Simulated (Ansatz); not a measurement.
Consider the redistribution: `OC[SiH2][SbH2]` + `COC[SiH2]O` → `OC[SiH2][SiH2]O` + `CO[CH2][SbH2]`.

Program: Ansatz. Geometries: PBE0-D4/def2-TZVP. ΔE: electronic, gas phase. CBS: MP2 limit from def2 TZ/QZ plus the TZ coupled-cluster correction, frozen cores. Functionals use def2-TZVPP. B3LYP here is the variant with VWN-RPA as its local correlation; programs differ in this. Elements past krypton have def2 core potentials. For Sb outer-core shells are correlated without core-valence functions, which leaves a few kJ/mol of doubt a bond. Each species was taken in one conformer, which may not be the lowest.

`OC[SiH2][SbH2]`:

```xyz
11

O     0.408   -1.650   -0.786
C     0.857   -0.919    0.340
Si    0.620    0.954    0.156
Sb   -1.837    1.526   -0.372
H    -0.506   -1.404   -0.961
H     0.377   -1.262    1.269
H     1.925   -1.130    0.442
H     1.458    1.487   -0.952
H     0.993    1.652    1.419
H    -2.361    0.530    0.916
H    -1.936    0.214   -1.471
```

`COC[SiH2]O`:

Cartesian coordinates in Å:
```
C -0.437 0.186 -1.719
O 0.246 -0.775 -0.958
C 1.041 -0.200 0.071
Si -0.036 0.269 1.562
O -1.167 -0.920 1.700
H -1.123 0.789 -1.108
H 0.264 0.867 -2.219
H -1.015 -0.347 -2.475
H 1.747 -0.976 0.380
H 1.639 0.638 -0.317
H -0.693 1.595 1.385
H 0.787 0.324 2.798
H -1.252 -1.450 0.901
```

`OC[SiH2][SiH2]O`:

Z-matrix (Å, degrees):
```
C
Si 1 1.893
O 1 1.417 2 109.2
H 1 1.100 2 108.6 3 122.2
H 1 1.100 2 108.5 3 -122.1
Si 2 2.349 1 109.7 3 -177.2
H 2 1.491 1 109.4 3 -57.4
H 2 1.489 1 110.2 3 61.7
H 3 0.960 1 108.7 2 -179.6
O 6 1.658 2 111.8 1 62.5
H 6 1.493 2 109.4 1 -173.9
H 6 1.486 2 111.1 1 -54.5
H 10 0.958 6 117.1 2 60.0
```

`CO[CH2][SbH2]`:

Cartesian coordinates in Å:
```
C -0.755 1.585 0.669
O -0.751 0.511 -0.235
C 0.180 -0.476 0.116
Sb 0.033 -2.038 -1.389
H -1.503 2.301 0.326
H -1.016 1.252 1.683
H 0.225 2.080 0.707
H 1.202 -0.077 0.149
H -0.049 -0.917 1.097
H 1.137 -1.276 -2.450
H 1.299 -2.944 -0.673
```

```tsv
level	ΔE (kJ/mol)	difference from CCSD(T)/CBS
PBE-D4	64.2	-0.7
r2SCAN-D4	68.1	3.2
PBE0-D4	66.2	1.3
B3LYP-D4	64.2	-0.7
ωB97X-V	63.2	-1.7
ωB97M-V	70.4	5.5
B2PLYP	61.9	-3.0
PBE	60.4	-4.5
r2SCAN	67.3	2.4
PBE0	62.9	-2.0
B3LYP	58.0	-6.9
HF/def2-TZVPP	57.0	-7.9
MP2/def2-TZVPP	67.9	3.0
SCS-MP2/def2-TZVPP	62.1	-2.8
CCSD/def2-TZVPP	60.8	-4.1
CCSD(T)/def2-TZVPP	62.2	-2.7
HF/def2-QZVPP	56.1	-8.8
MP2/def2-QZVPP	69.2	4.3
SCS-MP2/def2-QZVPP	63.2	-1.7
HF/CBS(def2)	56.0	-8.9
MP2/CBS(def2)	70.6	5.7
CCSD/CBS(def2)	63.5	-1.4
CCSD(T)/CBS	64.9	0
```

Largest T1 diagnostic among the species: 0.013.

In def2-TZVPP, CCSD(T) changes the Hartree–Fock value by +5.2 kJ/mol (the triples alone add +1.4 kJ/mol) and MP2 by +11.0 kJ/mol. The D4 term adds +6.1 kJ/mol with B3LYP and +3.3 kJ/mol with PBE0; it sums over pairs of atoms, weighted by their polarisabilities, and B3LYP, whose exchange is more repulsive, gets the larger term.
